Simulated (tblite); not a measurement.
Compound: C₆H₅S (doublet state).
Structure used (GFN2-xTB), in Å, numbered top down from 1:
```xyz
12
C6H5S angstrom
S      1.0085   -0.7566    2.5082
C      0.3702   -0.2994    1.0074
C     -1.0432    0.0252    0.5029
C     -0.6782   -0.4706   -0.8754
C     -0.4721    0.9747   -0.5224
C      0.9543    0.6498   -0.0671
C      0.7508   -0.7765   -0.4149
H     -1.9879    0.0349    1.0136
H     -1.2989   -0.9418   -1.6135
H     -0.8983    1.8746   -0.9232
H      1.8474    1.2394    0.0196
H      1.4485   -1.5544   -0.6612
```

Calculated harmonic vibrations of the isolated species, GFN2-xTB (tblite), most abundant isotopes, no scaling. The method is semi-empirical: single wavenumbers can be off by several per cent or more. Open shells enter through the occupations alone, without spin polarisation, and single modes of such species can be off by tens of per cent.

Q: How many normal modes are there?

A: 12 atoms, non-linear: 3N − 6 = 30.

Q: What is the point group of the computed structure, and how do the modes divide by symmetry?

A: Cs. The vibrations span 17 a′ + 13 a″.

Q: How many distinct wavenumbers does the calculation give?

A: 30: Cs has no degenerate species.

Q: How many fundamentals are allowed in the infrared by symmetry?

A: 30 of 30: in Cs every mode is allowed. All fundamentals are allowed in the Raman spectrum.

Q: How far is the lowest real mode excited at 200 K, as a harmonic oscillator?

A: θ = hcν̃/k = 269 K for 186.7 cm⁻¹, so N1/N0 = 0.26 and ⟨v⟩ = 1/(exp(θ/T) − 1) = 0.35.

Time: 0.32 s wall. Hardware: one thread, Arm Neoverse V1 (aarch64), shared host with 32 logical CPUs at a one-minute load of 17. This covers the Hessian and the dipole derivatives.
